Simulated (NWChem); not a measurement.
System: BNH3, doublet; SMILES B[NH]

Excerpt of the output:

```
             Northwest Computational Chemistry Package (NWChem) 7.3.0
             --------------------------------------------------------

 CS  symmetry detected

                             Geometry "geometry" -> ""
                             -------------------------

 Output coordinates in angstroms (scale by  1.889725989 to convert to a.u.)

  No.       Tag          Charge          X              Y              Z
 ---- ---------------- ---------- -------------- -------------- --------------
    1 B                    5.0000     0.00023495     0.69471650     0.00000000
    2 N                    7.0000    -0.00997727    -0.63702616     0.00000000
    3 H                    1.0000    -1.04515772     1.32409946     0.00000000
    4 H                    1.0000     1.06151866     1.30019608     0.00000000
    5 H                    1.0000     0.05230518    -1.63869490     0.00000000

 Effective nuclear repulsion energy (a.u.)      26.9980824856

      Symmetry information
      --------------------

 Group name             Cs
 Group number              2
 Group order               2
 No. of unique centers     5

                                 NWChem DFT Module
                                 -----------------

 Summary of "ao basis" -> "ao basis" (spherical)
 ------------------------------------------------------------------------------
       Tag                 Description            Shells   Functions and Types
 ---------------- ------------------------------  ------  ---------------------
 B                         def2-tzvp                11       31   5s3p2d1f
 N                         def2-tzvp                11       31   5s3p2d1f
 H                         def2-tzvp                 4        6   3s1p

      Symmetry analysis of basis
      --------------------------

        a'         57
        a"         23

            General Information
            -------------------
          SCF calculation type: DFT
          Wavefunction type:  spin polarized.
          No. of atoms     :     5
          No. of electrons :    15
           Alpha electrons :     8
            Beta electrons :     7
          Charge           :     0
          Spin multiplicity:     2
          Use of symmetry is: on ; symmetry adaption is: on
          Maximum number of iterations: 150
          AO basis - number of functions:    80
                     number of shells:    34
          Convergence on energy requested:  1.00D-06
          Convergence on density requested:  1.00D-05
          Convergence on gradient requested:  5.00D-04

              XC Information
              --------------
                         B3LYP Method XC Potential
                     Hartree-Fock (Exact) Exchange  0.200
                        Slater Exchange Functional  0.800 local
                    Becke 1988 Exchange Functional  0.720 non-local
              Lee-Yang-Parr Correlation Functional  0.810
                  VWN I RPA Correlation Functional  0.190 local

             Grid Information
             ----------------
          Grid used for XC integration:  medium
          Radial quadrature: Mura-Knowles
          Angular quadrature: Lebedev.
          Tag              B.-S. Rad. Rad. Pts. Rad. Cut. Ang. Pts.
          ---              ---------- --------- --------- ---------
          B                   0.85       49           9.0       434
          N                   0.65       49           8.0       434
          H                   0.35       45          10.0       434
          Grid pruning is: on
          Number of quadrature shells:   233
          Spatial weights used:  Erf1

      Superposition of Atomic Density Guess
      -------------------------------------

 Sum of atomic energies:         -80.34569227

      Non-variational initial energy
      ------------------------------

 Total energy =     -81.012065
 1-e energy   =    -160.420759
 2-e energy   =      52.410611
 HOMO         =      -0.255217
 LUMO         =       0.029813

   Symmetry analysis of molecular orbitals - initial alpha
   -------------------------------------------------------

  Numbering of irreducible representations:

     1 a'          2 a"

  Orbital symmetries:

     1 a'          2 a'          3 a'          4 a'          5 a'
     6 a'          7 a"          8 a'          9 a"         10 a'
    11 a'         12 a'         13 a'         14 a'         15 a"
    16 a'         17 a'         18 a'

   Symmetry analysis of molecular orbitals - initial beta
   ------------------------------------------------------

  Numbering of irreducible representations:

     1 a'          2 a"

  Orbital symmetries:

     1 a'          2 a'          3 a'          4 a'          5 a'
     6 a'          7 a"          8 a'          9 a"         10 a'
    11 a'         12 a'         13 a'         14 a'         15 a"
    16 a'         17 a'         18 a'

     ---------------------------------------------
      Total Density - Mulliken Population Analysis
     ---------------------------------------------

    Atom       Charge   Shell Charges
 -----------   ------   -------------------------------------------------------
    1 B    5     4.96   0.92  1.06  0.57  0.55  0.08  0.84  0.71  0.12  0.05  0.04  0.01
    2 N    7     7.57   0.82  1.16  0.60  0.76  0.13  1.54  1.75  0.79  0.00  0.01  0.00
    3 H    1     0.91   0.22  0.47  0.22  0.01
    4 H    1     0.91   0.21  0.47  0.22  0.01
    5 H    1     0.65   0.21  0.33  0.08  0.04

     --------------------------------------------
      Spin Density - Mulliken Population Analysis
     --------------------------------------------

    Atom       Charge   Shell Charges
 -----------   ------   -------------------------------------------------------
    1 B    5     0.09   0.00 -0.00  0.00  0.00  0.00  0.03  0.03 -0.00  0.02  0.02  0.00
    2 N    7     0.58   0.00 -0.00  0.00  0.00 -0.00  0.23  0.24  0.11  0.00  0.00 -0.00
    3 H    1     0.16   0.04  0.07  0.05  0.00
    4 H    1     0.17   0.04  0.08  0.05  0.00
    5 H    1     0.00   0.00  0.00  0.00  0.00

   convergence    iter        energy       DeltaE   RMS-Dens  Diis-err
 ---------------- ----- ----------------- --------- --------- ---------
 d= 0,ls=0.0,diis     1    -81.3451531292 -1.08D+02  3.07D-03  8.36D-02
                                                     3.37D-03  9.15D-02
 d= 0,ls=0.0,diis     2    -81.3250565659  2.01D-02  2.68D-03  1.46D-01
                                                     2.02D-03  1.11D-01
 d= 0,ls=0.0,diis     3    -81.3838820412 -5.88D-02  4.64D-04  1.53D-02
                                                     6.52D-04  1.86D-02
 d= 0,ls=0.0,diis     4    -81.3918288007 -7.95D-03  1.14D-04  1.13D-04
                                                     1.31D-04  9.07D-05
 d= 0,ls=0.0,diis     5    -81.3919729242 -1.44D-04  8.14D-05  3.96D-05
                                                     4.11D-05  1.10D-05
  Resetting Diis
 d= 0,ls=0.0,diis     6    -81.3920011719 -2.82D-05  2.49D-05  3.82D-06
                                                     1.51D-05  1.25D-06
 d= 0,ls=0.0,diis     7    -81.3920041842 -3.01D-06  1.02D-05  5.25D-07
                                                     8.52D-06  3.48D-07
 d= 0,ls=0.0,diis     8    -81.3920044870 -3.03D-07  4.58D-06  2.93D-07
                                                     3.74D-06  2.83D-07

         Total DFT energy =      -81.392004487032
      One electron energy =     -162.251274724960
           Coulomb energy =       65.909109209211
    Exchange-Corr. energy =      -12.047921456844
 Nuclear repulsion energy =       26.998082485561

 Numeric. integr. density =       15.000001497329

                  Occupations of the irreducible representations
                  ----------------------------------------------

                     irrep           alpha         beta
                     --------     --------     --------
                     a'                7.0          6.0
                     a"                1.0          1.0

                    DFT Final Alpha Molecular Orbital Analysis
                    ------------------------------------------

 Vector    6  Occ=1.000000D+00  E=-4.087666D-01  Symmetry=a'
              MO Center= -7.0D-02,  2.8D-01, -4.2D-16, r^2= 1.8D+00
   Bfn.  Coefficient  Atom+Function         Bfn.  Coefficient  Atom+Function
  ----- ------------  ---------------      ----- ------------  ---------------
    37      0.294310  2 N  px                 6      0.257045  1 B  px
    40      0.255340  2 N  px                64     -0.165156  3 H  s
    43      0.152764  2 N  px                70      0.139711  4 H  s
     9      0.129448  1 B  px                63     -0.111855  3 H  s
    69      0.094665  4 H  s                 65     -0.081797  3 H  s

 Vector    7  Occ=1.000000D+00  E=-3.223475D-01  Symmetry=a"
              MO Center= -7.1D-03, -4.3D-01, -1.6D-16, r^2= 1.1D+00
   Bfn.  Coefficient  Atom+Function         Bfn.  Coefficient  Atom+Function
  ----- ------------  ---------------      ----- ------------  ---------------
    39      0.406291  2 N  pz                42      0.348039  2 N  pz
    45      0.268880  2 N  pz                 8      0.183715  1 B  pz
    11      0.104846  1 B  pz                14      0.052565  1 B  pz

 Vector    8  Occ=1.000000D+00  E=-2.757587D-01  Symmetry=a'
              MO Center= -1.7D-03,  2.4D-01,  2.4D-16, r^2= 2.2D+00
   Bfn.  Coefficient  Atom+Function         Bfn.  Coefficient  Atom+Function
  ----- ------------  ---------------      ----- ------------  ---------------
    37      0.360289  2 N  px                40      0.311707  2 N  px
    43      0.268479  2 N  px                71     -0.210859  4 H  s
    65      0.209740  3 H  s                 70     -0.195344  4 H  s
    64      0.188999  3 H  s                  6     -0.153439  1 B  px
    69     -0.124753  4 H  s                 63      0.121983  3 H  s

 Vector    9  Occ=0.000000D+00  E=-1.425786D-03  Symmetry=a"
              MO Center=  1.1D-03,  7.0D-01,  1.1D-14, r^2= 3.1D+00
   Bfn.  Coefficient  Atom+Function         Bfn.  Coefficient  Atom+Function
  ----- ------------  ---------------      ----- ------------  ---------------
    14      0.655963  1 B  pz                45     -0.423951  2 N  pz
    11      0.361842  1 B  pz                 8      0.305649  1 B  pz
    39     -0.226115  2 N  pz                42     -0.167361  2 N  pz
    52      0.025906  2 N  d -1

 Vector   10  Occ=0.000000D+00  E= 3.106559D-02  Symmetry=a'
              MO Center=  8.5D-02, -1.7D+00,  1.4D-14, r^2= 3.9D+00
   Bfn.  Coefficient  Atom+Function         Bfn.  Coefficient  Atom+Function
  ----- ------------  ---------------      ----- ------------  ---------------
    77     -1.708405  5 H  s                 36      1.603572  2 N  s
     5     -0.816831  1 B  s                 44     -0.650881  2 N  py
     4      0.455345  1 B  s                 13      0.456886  1 B  py
    34      0.222176  2 N  s                 38     -0.133911  2 N  py
    76     -0.105205  5 H  s                 71      0.098158  4 H  s

 Vector   11  Occ=0.000000D+00  E= 7.799199D-02  Symmetry=a'
              MO Center= -3.9D-02,  9.8D-01, -4.0D-15, r^2= 6.8D+00
   Bfn.  Coefficient  Atom+Function         Bfn.  Coefficient  Atom+Function
  ----- ------------  ---------------      ----- ------------  ---------------
     5      2.824101  1 B  s                  4     -1.328493  1 B  s
    77     -0.774138  5 H  s                 44     -0.452190  2 N  py
    65     -0.437603  3 H  s                 71     -0.427529  4 H  s
    10     -0.403863  1 B  py                13      0.220505  1 B  py
    36     -0.210751  2 N  s                 76     -0.142888  5 H  s

                     DFT Final Beta Molecular Orbital Analysis
                     -----------------------------------------

 Vector    5  Occ=1.000000D+00  E=-4.142241D-01  Symmetry=a'
              MO Center=  1.7D-02,  1.0D+00,  1.9D-15, r^2= 1.6D+00
   Bfn.  Coefficient  Atom+Function         Bfn.  Coefficient  Atom+Function
  ----- ------------  ---------------      ----- ------------  ---------------
     7      0.274416  1 B  py                 4      0.180090  1 B  s
    10      0.167793  1 B  py                70      0.165224  4 H  s
    64      0.162425  3 H  s                  3      0.161318  1 B  s
    38     -0.160736  2 N  py                69      0.121039  4 H  s
    63      0.119171  3 H  s                  2     -0.097991  1 B  s

 Vector    6  Occ=1.000000D+00  E=-3.613880D-01  Symmetry=a'
              MO Center= -1.2D-02,  7.4D-01, -2.2D-16, r^2= 1.8D+00
   Bfn.  Coefficient  Atom+Function         Bfn.  Coefficient  Atom+Function
  ----- ------------  ---------------      ----- ------------  ---------------
     6      0.309121  1 B  px                 9      0.191595  1 B  px
    64     -0.185863  3 H  s                 70      0.180692  4 H  s
    37      0.154698  2 N  px                40      0.130913  2 N  px
    63     -0.128153  3 H  s                 69      0.125165  4 H  s
    65     -0.105840  3 H  s                 71      0.104923  4 H  s

 Vector    7  Occ=1.000000D+00  E=-3.052665D-01  Symmetry=a"
              MO Center= -6.2D-03, -3.8D-01,  1.9D-16, r^2= 1.2D+00
   Bfn.  Coefficient  Atom+Function         Bfn.  Coefficient  Atom+Function
  ----- ------------  ---------------      ----- ------------  ---------------
    39      0.387911  2 N  pz                42      0.329296  2 N  pz
    45      0.270583  2 N  pz                 8      0.202850  1 B  pz
    11      0.125260  1 B  pz                14      0.064373  1 B  pz
    16     -0.025364  1 B  d -1

 Vector    8  Occ=0.000000D+00  E=-1.275007D-01  Symmetry=a'
              MO Center= -1.5D-02, -1.9D-01, -6.4D-17, r^2= 2.1D+00
   Bfn.  Coefficient  Atom+Function         Bfn.  Coefficient  Atom+Function
  ----- ------------  ---------------      ----- ------------  ---------------
    43      0.389931  2 N  px                37      0.376070  2 N  px
    65      0.333527  3 H  s                 71     -0.329056  4 H  s
    40      0.319684  2 N  px                70     -0.140200  4 H  s
    64      0.133025  3 H  s                 12      0.131382  1 B  px
     4     -0.126390  1 B  s                 44      0.094312  2 N  py

 Vector    9  Occ=0.000000D+00  E= 1.372204D-03  Symmetry=a"
              MO Center=  8.7D-04,  6.5D-01, -3.0D-15, r^2= 3.1D+00
   Bfn.  Coefficient  Atom+Function         Bfn.  Coefficient  Atom+Function
  ----- ------------  ---------------      ----- ------------  ---------------
    14      0.648162  1 B  pz                45     -0.457550  2 N  pz
    11      0.369524  1 B  pz                 8      0.301303  1 B  pz
    39     -0.238266  2 N  pz                42     -0.176593  2 N  pz

[...]

                         DFT ENERGY GRADIENTS

    atom               coordinates                        gradient
                 x          y          z           x          y          z
   1 B       0.000444   1.312824   0.000000   -0.000092  -0.001305   0.000000
   2 N      -0.018854  -1.203805   0.000000    0.000051  -0.000148   0.000000
   3 H      -1.975062   2.502185   0.000000   -0.005995   0.003351   0.000000
   4 H       2.005979   2.457014   0.000000    0.005974   0.003199   0.000000
   5 H       0.098842  -3.096684   0.000000    0.000063  -0.005097   0.000000
```

Level: B3LYP/def2-TZVP, spin-unrestricted. In the optimisation the excess spin sits in a' (Cs, its own frame). Geometry: optimised at PBE0/def2-SVP, spin-unrestricted. No stability test was run on the SCF state. B3LYP is NWChem's, with the RPA form of VWN correlation.

Q: Write an input that gives this output.

A: One answer among several that fit: the input that was run:
```
start job
memory heap 200 mb stack 900 mb global 1100 mb
geometry units angstroms noautoz
  B      0.042146     0.707195     0.000000
  N      0.088982    -0.623763     0.000000
  H     -1.029244     1.291226     0.000000
  H      1.076523     1.357574     0.000000
  H      0.194109    -1.621845     0.000000
end
basis spherical
  * library def2-tzvp
end
dft
  odft
  mult 2
  xc b3lyp
  iterations 150
  mulliken
end
task dft gradient
```
